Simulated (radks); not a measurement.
Tm4+, 65 electrons, occupied as [Xe] 4f11.

All-electron calculation, Dirac Kohn-Sham, PBE, spin-unpolarised, spherical densities, point nucleus; open shells are shared between the two j in proportion to 2j + 1. Program: a radial shooting solver on a logarithmic mesh with Libxc functionals.

Energy parts (eV):
total: -369498.67
kinetic: 409264.10
electron-nucleus: -912479.20
Hartree: 141470.64
exchange-correlation: -7754.20

Orbitals (lengths in bohr, moments of r in powers of bohr):
orbital,occ.,eigenvalue (eV),<r>,small-component weight
1s1/2,2,-59273.89,0.02001,6.69e-02
2s1/2,2,-10040.85,0.08429,1.50e-02
2p1/2,2,-9571.883,0.07008,1.50e-02
2p3/2,4,-8591.743,0.07747,1.38e-02
3s1/2,2,-2301.137,0.2205,4.84e-03
3p1/2,2,-2095.027,0.2103,4.78e-03
3p3/2,4,-1888.099,0.2242,4.42e-03
3d3/2,4,-1536.879,0.1973,4.30e-03
3d5/2,6,-1491.677,0.2016,4.20e-03
4s1/2,2,-498.3810,0.4968,1.57e-03
4p1/2,2,-415.4453,0.5049,1.48e-03
4p3/2,4,-368.4377,0.5363,1.35e-03
4d3/2,4,-231.9735,0.5614,1.17e-03
4d5/2,6,-223.3653,0.5724,1.13e-03
5s1/2,2,-101.2533,1.183,3.44e-04
5p1/2,2,-77.3636,1.302,2.83e-04
5p3/2,4,-70.5283,1.389,2.51e-04
4f5/2,4.71429,-57.3757,0.7065,7.42e-04
4f7/2,6.28571,-56.0257,0.7167,7.27e-04
5d3/2,0,-38.7356,1.837,1.42e-04
5d5/2,0,-38.0101,1.871,1.37e-04
6s1/2,0,-33.9487,2.681,8.23e-05

The highest occupied level is 4f7/2 at -56.026 eV. The density falls to 0.001 e/bohr^3 at r = 2.96 bohr. Summed over all electrons, <r^2> = 29.92 bohr^2, which gives a Langevin (diamagnetic) susceptibility term of -23.7 x 10^-6 cm^3/mol.
